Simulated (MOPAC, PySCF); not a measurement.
H₂BN, SMILES `B=N`, neutral singlet in the gas phase. 

Cartesian coordinates (Å):
```xyz
4

B      0.5710     0.0007     0.0269
N     -0.6608    -0.0009    -0.0174
H      1.7415     0.0021     0.0697
H     -1.6516    -0.0019    -0.0541
```
Charge 0, multiplicity 1.

All levels are single points at this geometry (PBE0-D4/def2-TZVP); Pople sets use spherical d functions. Orbital energies aren't observables, and empty levels follow the basis.

PM7 in MOPAC gives dipole (D) = 1.49.

Task: Estimate the dipole (D) from each of these levels: B3LYP-D3(BJ)/def2-TZVP in PySCF; PBE0-D4/def2-TZVP in PySCF; B3LYP/6-31G* in PySCF; PBE/6-31G* in PySCF; SVWN5/6-31G* in PySCF; HF/3-21G in PySCF; AM1 in MOPAC; PM6 in MOPAC.

Result: 
```csv
level,dipole (D)
B3LYP-D3(BJ)/def2-TZVP in PySCF,0.02
PBE0-D4/def2-TZVP in PySCF,0.02
B3LYP/6-31G* in PySCF,0.27
PBE/6-31G* in PySCF,0.41
SVWN5/6-31G* in PySCF,0.44
HF/3-21G in PySCF,0.16
AM1 in MOPAC,0.29
PM6 in MOPAC,0.35
```
